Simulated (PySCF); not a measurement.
**`CCc1c[s+]cc(C#N)c1`: 4 charge schemes on one density**

Compound: C8H8NS (charge +1).
Cartesian coordinates in Å at the GFN2-xTB level; atoms count from 1:
```xyz
18
C8H8NS angstrom
C     -2.4702    0.4185   -0.5312
C     -1.7183   -0.1153    0.6957
C     -0.2984   -0.4016    0.3266
C      0.0434   -1.6594   -0.1389
S      1.5783   -2.1419   -0.6536
C      2.5002   -0.7470   -0.4507
C      1.9917    0.4480    0.0295
C      2.8816    1.5576    0.1532
N      3.5847    2.4515    0.2553
C      0.6552    0.6179    0.3999
H     -2.0105    1.3311   -0.9018
H     -3.4967    0.6386   -0.2558
H     -2.4793   -0.3175   -1.3312
H     -2.2083   -1.0219    1.0508
H     -1.7508    0.6320    1.4887
H     -0.7042   -2.4391   -0.1938
H      3.5434   -0.8336   -0.7213
H      0.3494    1.5886    0.7670
```

Density: PBE0/pcSseg-1 (PySCF); schemes: Mulliken, IAO, Hirshfeld and ESP-fitted. The structure is a single GFN2-xTB conformer in the gas phase; no vibrational or solvent corrections.

Atoms with like bonding are taken together and averaged. At which atom do the 4 schemes differ most?

At S5: from +0.293 (ESP-fitted) to +0.649 e (IAO), 0.356 e apart.

Which atoms carry the highest charge in the Mulliken, IAO, Hirshfeld and ESP-fitted schemes?

The schemes don't all agree: Mulliken S5 (+0.603); IAO S5 (+0.649); Hirshfeld S5 (+0.359); ESP-fitted C8 (+0.320).

Tabulate the Mulliken, IAO, Hirshfeld and ESP-fitted charges.

In e; atoms taken as equivalent share a row and are averaged (×n: the atom named and its like, n in all):

| atom | environment | Mulliken | IAO | Hirshfeld | ESP-fitted |
| --- | --- | --- | --- | --- | --- |
| C1 | methyl carbon | -0.268 | -0.414 | -0.099 | -0.189 |
| C2 | benzylic-type carbon | -0.123 | -0.264 | -0.048 | +0.032 |
| C3 | substituted aromatic carbon | -0.215 | +0.068 | +0.061 | -0.168 |
| C4 | aromatic CH next to a ring sulfur | -0.198 | -0.247 | +0.015 | -0.041 |
| S5 | ring sulfur | +0.603 | +0.649 | +0.359 | +0.293 |
| C6 | aromatic CH next to a ring sulfur | -0.150 | -0.235 | +0.021 | -0.066 |
| C7 | substituted aromatic carbon | -0.149 | +0.003 | +0.054 | -0.069 |
| C8 | nitrile carbon | +0.179 | +0.120 | +0.094 | +0.320 |
| N9 | nitrile nitrogen | -0.141 | -0.121 | -0.120 | -0.308 |
| C10 | aromatic CH carbon | +0.157 | -0.045 | +0.049 | +0.131 |
| H11/H12/H13 | methyl hydrogen | +0.145 | +0.161 | +0.058 | +0.086 |
| H14/H15 | methylene hydrogen | +0.163 | +0.170 | +0.068 | +0.076 |
| H16 | aromatic hydrogen | +0.191 | +0.220 | +0.099 | +0.233 |
| H17 | aromatic hydrogen | +0.206 | +0.236 | +0.106 | +0.245 |
| H18 | aromatic hydrogen | +0.147 | +0.210 | +0.100 | +0.178 |

Mean size of the charges over all atoms: IAO 0.203 e, Mulliken 0.194 e, ESP-fitted 0.149 e, Hirshfeld 0.085 e. Each set sums to the total charge, 1, to within 0.001 e. The ESP scheme fits charges at the nuclei, held to the total charge, to the electrostatic potential on points at 1.4 to 2.0 times the van der Waals radii. The Mulliken scheme counts on each atom the diagonal of the density matrix times the overlap matrix over that atom's basis functions.

Some averages cover members that differ in this geometry: H11/H12/H13, Mulliken +0.134 to +0.166; H11/H12/H13, IAO +0.152 to +0.178 e.

How closely do the schemes follow one another over all atoms?

Correlation coefficient and root-mean-square difference: Mulliken with IAO 0.89, 0.107 e; IAO with Hirshfeld 0.88, 0.162 e; Mulliken with ESP-fitted 0.84, 0.117 e; Mulliken with Hirshfeld 0.83, 0.143 e; Hirshfeld with ESP-fitted 0.74, 0.115 e; IAO with ESP-fitted 0.70, 0.173 e.

Sum the charges by element, for elements with more than one atom.

```
element  atoms  Mulliken     IAO  Hirshfeld  ESP-fitted
      C      8    -0.767  -1.015     +0.147      -0.049
      H      8    +1.305  +1.488     +0.613      +1.064
```

How many electrons does the Mulliken scheme count on C2?

Z − q = 6 − (-0.123) = 6.123.

The run behind these numbers computed NMR shieldings as well. The run took 54 s of wall time (with the writing of density and orbital grids) on Arm Neoverse V1, one thread, no GPU, shared host with 32 logical CPUs at a one-minute load of 9.0, and the process peaked at 0.96 GiB of memory.
